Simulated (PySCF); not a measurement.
Input of a run (PBE0/def2-SV(P) geometry optimisation, gas phase (PySCF 2.14.0)), started from GFN2-xTB:
```
{"job": {"xc": "PBE0", "basis": "def2-SV(P)", "grid": 1, "kind": "geom"}, "charge": 0, "multiplicity": 1}
C      2.045562     1.159084     0.442722
C      1.421365    -0.003056     0.469395
P      0.396585    -0.497572    -0.946955
O      0.439765     0.424357    -2.088071
O      0.990732    -1.955523    -1.344054
C     -1.247004    -0.894966    -0.291591
Si    -2.014681     0.708571     0.369706
H      1.929964     1.805968    -0.412293
H      2.676024     1.507472     1.245521
H      1.499921    -0.694134     1.295538
H      1.486041    -1.857992    -2.159290
H     -1.152483    -1.667389     0.467581
H     -1.825068    -1.298101    -1.122662
H     -1.182601     1.229749     1.459813
H     -2.135884     1.692683    -0.699741
H     -3.335837     0.349792     0.893451
```

Output (energies in Eh, forces in Eh/bohr):
```
step   0  E = -900.06075112  max force = 0.025072
step   1  E = -900.06649503  max force = 0.003352
step   2  E = -900.06672184  max force = 0.001261
step   3  E = -900.06682360  max force = 0.001813
step   4  E = -900.06690814  max force = 0.001605
step   5  E = -900.06702174  max force = 0.001230
step   6  E = -900.06728833  max force = 0.002477
step   7  E = -900.06734531  max force = 0.001278
step   8  E = -900.06739966  max force = 0.000709
step   9  E = -900.06742778  max force = 0.001332
step  10  E = -900.06746903  max force = 0.001461
step  11  E = -900.06750770  max force = 0.001347
step  12  E = -900.06754162  max force = 0.001214
step  13  E = -900.06751350  max force = 0.001897
step  14  E = -900.06757228  max force = 0.001199
step  15  E = -900.06759076  max force = 0.000797
step  16  E = -900.06758753  max force = 0.000779
step  17  E = -900.06758427  max force = 0.000752
step  18  E = -900.06759053  max force = 0.000417
optimisation converged
```

Question: Summarise the run.

Answer: The energy falls by 18.0 kJ/mol over 19 energy and gradient evaluations, the largest force component goes from 0.0251 to 4.2e-04 Eh/bohr, and the atoms move by 0.394 Å rms after alignment. Among the bonds, Si7–H15 and Si7–H16 change most and about equally (+0.033 to +0.034 Å). Bonds longer at the end by more than 0.005 Å: 12 of 15; shorter: 2. Among the angles that change most is O4–P3–O5, from 111.3° to 114.9°. Among the dihedrals that turn most is O4–P3–C6–Si7, from -63° to -37°. The energy rose by more than 1e-6 Eh at steps 13, 16 and 17. The first step brought 84 % of the lowering.

Question: What are the final bond lengths?

Answer: C1=C2 1.336 Å, C2–P3 1.803 Å, P3=O4 1.492 Å, P3–O5 1.636 Å, P3–C6 1.803 Å, C6–Si7 1.901 Å, C1–H8 1.098 Å, C1–H9 1.097 Å, C2–H10 1.098 Å, O5–H11 0.972 Å, C6–H12 1.104 Å, C6–H13 1.105 Å, Si7–H14 1.496 Å, Si7–H15 1.492 Å, Si7–H16 1.499 Å. Numbering counts from 1 in the input's order; the species is `C=C[P@@](=O)(O)C[SiH3]`.

The run used 124 basis functions and 129 SCF cycles in all. Time: 88 s; peak memory 0.58 GiB. Hardware: one thread, Arm Neoverse V2 (aarch64), shared host.

Stationary, but not proved a minimum. One conformer, not necessarily the lowest.
